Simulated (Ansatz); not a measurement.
Input for Ansatz (a program for electronic structure): R-wB97X-V/def2-TZVPP on C2H5AlO (SMILES C=[CH][AlH][OH]), a point of a torsion scan.

Ansatz 0.2 input:
```yaml
crystal:
  periodic: [false, false, false]
  atoms:
    - {symbol: C, position_ang: [-1.28277679, -0.74463872, 0.00596817]}
    - {symbol: C, position_ang: [-0.85939210, 0.50182208, 0.20794271]}
    - {symbol: Al, position_ang: [1.05340962, 1.01823499, 0.06002283]}
    - {symbol: O, position_ang: [2.27183125, -0.01440254, -0.31490772]}
    - {symbol: H, position_ang: [-0.59039550, -1.53578586, -0.25002032]}
    - {symbol: H, position_ang: [-2.32101434, -1.04538864, 0.08174619]}
    - {symbol: H, position_ang: [-1.61395065, 1.24750213, 0.46276333]}
    - {symbol: H, position_ang: [1.47891650, 2.46875716, 0.30252627]}
    - {symbol: H, position_ang: [2.99202927, -0.59121710, -0.52960517]}
basis:
  gaussian:
    orbitals: def2-TZVPP
hamiltonian:
  xc: {name: wB97X-V}
scf: {lower_state_search: off}
```

The log:

```
WARN ansatz: RAYON_NUM_THREADS=1 ignored (pool sized by the plan → 1); use --threads N
Functional definition: wB97X-V
these checks for a lower state are left out or cut short: stability, starts, cluster_reference, orbital_swaps, neighbouring_geometries, increment
integrals: 0.14 GiB planned
1094 factors; their error is unknown
integrals: 0.17 GiB planned
273 factors; integrals over basis functions are off by at most 1.0e-5 eV
mean field: 1.17 GiB planned
mean field evaluation 1: about -10792.5803 eV, gradient 6.2e1 eV
mean field evaluation 2: about -10792.5961 eV, gradient 6.4e1 eV
mean field evaluation 4: about -10799.4848 eV, gradient 2.1e0 eV
mean field evaluation 8: about -10799.5017 eV, gradient 1.6e-1 eV
mean field evaluation 16: about -10799.5060 eV, gradient 6.5e-5 eV
mean field -10799.50595739 eV, -396.8745237660 hartree, gradient 4.4e-6 eV, S^2 0.000000; 0 other end points of the search recorded, 0 dependent functions left out
reference -10799.50595520 eV, -396.8745236857 hartree; 19, 19 occupied and 186, 186 virtual orbitals, 1094 factors
Total energy: -10799.50595520 eV, -396.8745236857 hartree
Checks for a lower state left out: stability, starts, cluster_reference, orbital_swaps, neighbouring_geometries, increment
```

The run converged.

Cost: about 5 core-seconds (a rough figure).
